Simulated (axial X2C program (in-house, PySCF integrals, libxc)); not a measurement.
InC⁺: properties at the nuclei

Calculated with an in-house all-electron X2C program for linear molecules (integrals from PySCF): two-component X2C with atomic mean-field Coulomb and Gaunt terms, Gaussian nuclei, basis In dyall-cv3z, C dyall-v3z with contracted cores.

R = 2.284 Å (near the PBE0 minimum at charge 1 of the determinant lowest at the starting distance; the state shown can have its own minimum elsewhere).

Input and command:
```json
{"zs": [49, 6], "q": 1, "bas": ["dyall-cv3z", "dyall-v3z"], "r0": 2.03, "levels": ["PBE0", "HF", "r2SCAN", "LDA", "PBE50"], "nst": 3}
```
```bash
python soeom.py task.json out
```

Keys: zs atomic numbers; q charge; bas basis sets; r0 starting distance in Å; levels methods; nst determinants followed.

Determinant lowest in the PBE0 search, Ω = 1 (⟨Sz⟩ = 1.00, ⟨Lz⟩ = 0.00 at PBE0), spin on the atoms In 0.01, C 0.99:

```tsv
level	Eeff magnitude (GV/cm)	Ws magnitude In (kHz)	A∥/gI In (MHz)	qzz In (a.u.)	A∥/gI C (MHz)	qzz C (a.u.)
PBE0	5.97	3.36	-790	-0.54	-17.6	1.03
HF	19	11	-1170	-2.11	118	1.01
r2SCAN	6.62	3.74	-884	-0.66	-1.46	1.02
LDA	4.31	2.38	-857	-0.23	-16.2	0.97
PBE50	9.03	5.14	-919	-0.81	6.72	1.06
```

Eeff is the effective electric field on the electron electric dipole moment in this Ω state and Ws the scalar–pseudoscalar constant of the nucleus named (defined with the proton number Z and per Ω); A∥ (defined per Ω) follows by multiplying with gI = μI/(I μN); qzz is the electric field gradient, eQq0 = 234.96 MHz × Q/barn × qzz. The operators were transformed with the bare-nucleus X2C matrices; with these basis sets, hyperfine constants and field gradients can be off by tens of per cent, and where levels differ in sign neither size nor sign is settled.

With gI(115In) = 1.2313 (g factors from the IAEA table of nuclear moments by Stone), turn the PBE0 values of the first state into constants in MHz.

A∥(115In) = -790 × 1.2313 = -973 MHz.

Each state is one determinant with collinear spin, which with several unpaired electrons need not be a pure state. Unrestricted Hartree–Fock can overshoot spin polarisation at the nuclei. With several open shells hyperfine constants can be off by a factor of several. Where Eeff spreads by more than a factor of two the levels disagree and none is to be relied on. Open-shell Ω = 0 determinants with evenly filled partner blocks cannot be reached by this program, so the Ω shown need not be the lowest component. States lie within half an eV, so the first need not be the ground state. Further determinants of the search, some of them spin-mixed, are not shown. Where a field gradient or hyperfine factor spreads by more than a factor of two over the levels, a constant derived from it is not to be relied on.
